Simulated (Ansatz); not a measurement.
Ansatz (a quantum-chemistry and plane-wave program) input:

Ansatz 0.2 input:
```yaml
crystal:
  periodic: [false, false, false]
  atoms:
    - {symbol: Nb, position_ang: [0.03307259, 0.22842254, -0.15750494]}
    - {symbol: O, position_ang: [1.32498639, -0.84746528, -0.39242662]}
    - {symbol: F, position_ang: [-1.32842968, -0.28728909, 1.06634619]}
basis:
  gaussian:
    orbitals: def2-TZVP
hamiltonian:
  xc: b3lyp
  dispersion: d3bj
magnetization: {spin_polarized: true, initial_magnetization: 2}
phonons: {temperatures: {t_min: 298.15, t_max: 298.15, t_step: 100}}
```

Problem. What final total energy does it print?

Solution. -232.20346 Eh (B3LYP-D3(BJ)/def2-TZVP). The basis has 102 functions.

The spin state was set by rule; other spins were not relaxed.
